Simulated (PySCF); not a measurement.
C₅H₁₀F₂O₂.
Geometry (PBE0-D3(BJ)/def2-SVP, Å), atoms numbered from 1 in this order:
```
atom  x, y, z in Å
C1     1.737    0.903   -1.598
C2     1.757   -0.229   -0.592
O3     0.595   -1.035   -0.645
C4    -0.397   -0.733    0.248
C5    -1.476   -1.781    0.161
O6    -0.932    0.557   -0.068
C7    -1.297    1.342    0.960
F8    -2.537    1.024    1.403
F9    -1.340    2.602    0.520
H10    2.699    1.438   -1.586
H11    1.578    0.505   -2.611
H12    0.931    1.617   -1.382
H13    1.894    0.161    0.436
H14    2.604   -0.903   -0.795
H15    0.014   -0.665    1.282
H16   -1.881   -1.793   -0.860
H17   -1.060   -2.770    0.393
H18   -2.288   -1.548    0.863
H19   -0.609    1.275    1.826
```

Computed with PySCF at PBE0/pcSseg-1, non-relativistic, on one gas-phase PBE0-D3(BJ)/def2-SVP geometry that isn't relaxed in the solvent. The solvent is an IEF-PCM continuum (cavity from Bondi-type radii × 1.2). Specific hydrogen bonds and non-electrostatic terms are outside this model.

```tsv
run	E − E(gas) (kcal/mol)	HOMO (eV)	HOMO–LUMO gap (eV)	dipole (D)
gas	0.00	-8.21	9.37	2.79
P	-5.10	-8.09	9.75	3.53
Q	-6.01	-8.08	9.83	3.69
```

Problem. The runs were made in dichloromethane and methanol. Which run belongs to which solvent?

Solution. P = dichloromethane, Q = methanol. The dielectric constants are 8.93 (dichloromethane), 32.61 (methanol), and the energy falls further as ε rises. In this model the ground state sees the solvent through ε alone.

Problem. How constant is the ratio of the lowering to (ε − 1)/(2ε + 1)?

Solution. 
```
        solvent  (ε − 1)/(2ε + 1)  E − E(gas) (kcal/mol)  ratio (kcal/mol)  polarisation term (kcal/mol)
dichloromethane             0.420                  -5.10             -12.1                         -5.91
       methanol             0.477                  -6.01             -12.6                         -7.19
```

The ratio changes by +3.7 % in size from dichloromethane to methanol. The polarisation term is half the interaction of the solute with the induced surface charges.
